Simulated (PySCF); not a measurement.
Unrelated species, one level of theory. Computed, not measured: TDDFT CAM-B3LYP/def2-SVPD, vertical, gas phase, core orbitals frozen in the response (PySCF 2.14.0, density-fitted response routines). Geometries: GFN2-xTB; one conformer of each isolated species. Triplets are in the Tamm–Dancoff approximation. Ions are computed without counter-ions or solvent.

Question: Rank by computed lowest singlet excitation energy, highest first.
A. `C[Si@@H]1S[SiH2][Si@H]1O[SiH3]`
B. `Cl/C=C1\[C@H](F)C=CO1`
C. `C[Si@](O)([SiH3])[SiH2]N`
D. `C/C=C(C=O)/C=C\C=O`
E. `O=C1OC[C@H]1C(F)(F)F`
F. `ClC1=CNC=N1`
G. `C(=O)(C(/C=C\C=C)=C)O`
H. `C[n+]1ccsc1`

Answer: F (6.09 eV), E (5.95 eV), H (5.69 eV), C (5.34 eV), B (5.16 eV), A (4.95 eV), G (4.53 eV), D (3.70 eV).

| SMILES | S1 (eV) | α (au) | gap (eV) | T1 (eV) | HOMO (eV) | S1 mainly |
| --- | --- | --- | --- | --- | --- | --- |
| Clc1c[nH]cn1 | 6.09 | 59.8 | 9.01 | 4.38 | -8.03 | H→L (95%) |
| O=C1OC[C@H]1C(F)(F)F | 5.95 | 53.3 | 10.88 | 5.44 | -10.41 | H→L (86%) |
| C[n+]1ccsc1 | 5.69 | 62.6 | 8.78 | 3.93 | -14.29 | H→L (95%) |
| C[Si@](O)([SiH3])[SiH2]N | 5.34 | 109.4 | 8.55 | 4.79 | -8.51 | H→L (94%) |
| F[C@@H]1C=CO/C1=C/Cl | 5.16 | 75.2 | 8.12 | 3.47 | -8.14 | H→L (96%) |
| C[Si@@H]1S[SiH2][Si@H]1O[SiH3] | 4.95 | 140.9 | 7.90 | 4.55 | -8.23 | H→L (92%) |
| C=C/C=C\C(=C)C(=O)O | 4.53 | 98.3 | 7.10 | 2.75 | -7.87 | H→L (97%) |
| C/C=C(C=O)/C=C\C=O | 3.70 | 94.2 | 7.42 | 2.95 | -8.74 | H→L+1 (27%) |

H and L stand for HOMO and LUMO.

Mean S1 by what the SMILES shows (count): an aromatic ring 5.89 eV (2); single bonds only 5.14 eV (2); a double or triple bond but no aromatic ring 4.83 eV (4).
